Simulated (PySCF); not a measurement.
# RhCl₂, doublet: molecular constants

These are results of UPBE0/[Rh def2-TZVP with ECP28, Cl def2-TZVP], scalar-relativistic core potentials, density fitting, no spin–orbit coupling, PySCF, not measurements.

The structure is a minimum.

Z-matrix (Å, degrees; charge 0 multiplicity 2):
```
Rh
Cl 1 2.1821
Cl 1 2.1821 2 109.64
```

```
Point group                                                                   : C2v
Bond lengths                                                                  : Rh–Cl 2.182 Å (×2)
Bond angles                                                                   : Cl–Rh–Cl 109.6°
Atomisation energy without zero-point energy                                  : 591 kJ/mol
Principal quadrupole moments (Buckingham, traceless) about the centre of mass : -5.38, 1.93, 3.45 D Å
Spin squared ⟨S²⟩                                                             : 0.777
Heat capacity Cp at 298.15 K                                                  : 53.7 J/(mol K)
Lowest empty level (α)                                                        : -4.58 eV
Highest occupied level (β)                                                    : -7.65 eV
Rotational symmetry number                                                    : 2
Enthalpy at 298.15 K above 0 K                                                : 13.63 kJ/mol
Entropy at 298.15 K and 1 bar (electronic part: spin only)                    : 310.9 J/(mol K)
Dipole moment                                                                 : 3.23 D
Principal polarisabilities                                                    : 39.4, 55.8, 81.0 bohr³
Rotational constants                                                          : 0.2561, 0.07578, 0.05848 cm⁻¹
Zero-point energy                                                             : 5.2 kJ/mol
```

Harmonic modes (masses in u: Rh 102.906, Cl 34.969):
```
ω (cm⁻¹)  IR (km/mol)  μ (u)
      66          4.7  40.45
     386         20.5  40.28
     422         35.8  44.04
```

Charges (e):
```csv
atom,Mulliken,Löwdin,polar tensor,spin (Mulliken),Mayer order to Rh1
Rh1,0.67,-0.15,0.90,1.03,–
Cl2,-0.33,0.07,-0.42,-0.03,1.06
Cl3,-0.33,0.07,-0.49,0.00,1.06
```

Mulliken populations on Rh1 (electrons outside its core potential): s 2.34, p 6.22, d 7.76, f 0.00.

Formally Rh is in oxidation state +2, d7, with 1 unpaired electron (the high-spin count would be 3). The Mulliken spin on Rh is 1.03. The polar-tensor charge on Rh, 0.90, is far below the formal one.

The spin densities have lower symmetry than the nuclear frame, so modes carry no symmetry labels. Other isomers or separated fragments may lie lower. With open d or f shells other occupations or spin states may lie lower.

The final relaxation and frequency run took of the order of 10 core-minutes on a shared host.
